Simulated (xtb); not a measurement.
TaOF₂, SMILES [O]=[Ta+]([F])[F], charge +1, multiplicity 1. All values are semi-empirical tight-binding results from xtb (GFN2-xTB unless named), good for trends rather than for accurate numbers. Coordinates come from a GFN2-xTB optimisation. The spin state was assumed, not searched. The isomer is the one that the SMILES or the coordinates give; other isomers of the formula were not compared.

For metal compounds this method's bond lengths and energies can be far off.

Computed properties:
- point group as xtb finds it: Cs
- orbital gap: 2.09 eV
- zero-point energy: 2.7 kcal/mol
- G − E(el) at 298.15 K (modified RRHO): -16.6 kcal/mol
